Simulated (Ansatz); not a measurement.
`[NH2][Al]([SH])[O][SiH3]` + HBr → `[SiH3]Br` + `[NH2][Al]([OH])[SH]`  (ligand exchange at the Si–O bond)

Program: Ansatz. Geometries: PBE0-D4/def2-TZVP. ΔE: electronic, gas phase. CCSD(T)/CBS is the MP2 limit (def2-TZVPP, def2-QZVPP) plus CCSD(T) − MP2 in def2-TZVPP, frozen cores. Functionals use def2-TZVPP. HSE06 is defined as in plane-wave codes. For Br outer-core shells are correlated without core-valence functions, which leaves a few kJ/mol of doubt a bond. Scalar relativity is left out up to krypton. Each species was taken in one conformer, which may not be the lowest.

`[NH2][Al]([SH])[O][SiH3]`:

Z-matrix (Å, degrees):
```
Si
O 1 1.623
H 1 1.486 2 110.1
H 1 1.487 2 110.1 3 120.1
H 1 1.490 2 110.6 3 -120.0
Al 2 1.682 1 159.2 3 120.6
S 6 2.179 2 120.2 1 -0.7
N 6 1.754 2 119.8 1 179.3
H 7 1.344 6 92.2 2 0.0
H 8 1.006 6 125.0 2 -180.0
H 8 1.006 6 124.3 2 0.0
```

HBr:

Cartesian coordinates in Å:
```
Br -0.330 0.441 0.449
H 0.330 -0.441 -0.449
```

`[SiH3]Br`:

```xyz
5

Si    0.107   -0.123    0.005
Br   -1.349    1.550   -0.067
H     1.282    0.313    0.794
H     0.507   -0.455   -1.381
H    -0.547   -1.285    0.649
```

`[NH2][Al]([OH])[SH]`:

Cartesian coordinates in Å:
```
N 0.897 0.814 -0.993
Al -0.113 -0.043 0.168
O -0.629 -1.642 -0.035
S -0.761 0.979 1.979
H 1.248 0.435 -1.857
H 1.207 1.764 -0.877
H -0.416 -2.198 -0.781
H -1.433 -0.109 2.395
```

| level | ΔE (kcal/mol) |
| --- | --- |
| PBE-D4 | 2.9 |
| revPBE-D4 | 3.1 |
| HSE06-D4 | 3.4 |
| r2SCAN0 | 4.5 |
| LC-ωPBE | 4.2 |
| MP2/def2-SVP | 6.5 |
| SCS-MP2/def2-TZVPP | 6.5 |
| SCS-MP2/def2-QZVPP | 5.8 |

Question: What does CCSD(T)/CBS give? (An estimate is asked.)

Answer: Ansatz gave: +4.9 kcal/mol. The listed levels differ from it by -2.0, -1.8, -1.5, -0.4, -0.7, 1.6, 1.6, 0.9 kcal/mol.

Largest T1 diagnostic among the species: 0.011.

Leaving LDA and LC-ωPBE aside and taking each functional with its dispersion term where it has one, the values, not all of them listed here, spread over 4.4 kcal/mol, from PBE-D4 to CAM-B3LYP-D4. LDA lies +1.5 kcal/mol from PBE without D4. From BLYP to BHLYP (50 % exact exchange), in def2-TZVPP and without D4, ΔE moves by +1.5 kcal/mol.
